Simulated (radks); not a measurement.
Polarisability of the palladium ion Pd3+, [Kr] 4d7, at imaginary frequency. All-electron calculation, scalar-relativistic Kohn-Sham, PBE, spin-polarised, spherical densities, finite nucleus; open shells are filled with parallel spins first (spin-orbit coupling, left out, can overturn this in heavy ions); Fermi nuclear charge, rms radius 4.5318 fm. Program: a radial shooting solver on a logarithmic mesh with Libxc functionals. Response by self-consistent Sternheimer equations with the Hartree and adiabatic LDA kernel, the relativistic mass of each level held fixed and spin-orbit coupling left out.

w (hartree),alpha1(iw) (bohr^3)
0.00266,4.493
0.0143,4.492
0.0360,4.488
0.0697,4.474
0.118,4.438
0.186,4.362
0.280,4.213
0.413,3.950
0.605,3.535
0.892,2.954
1.35,2.232
2.12,1.444
3.59,0.7373
6.94,0.2705
17.5,0.06342

Static values: alpha1 = 4.493 bohr^3 (0.6658 angstrom^3; uncoupled 6.624). C6 = 20.52, triple-dipole C9 = 64.57 atomic units. One-pole (London) frequency 4 C6 / (3 alpha1^2) = 1.356 hartree, against 1.480 for minus the highest occupied eigenvalue.
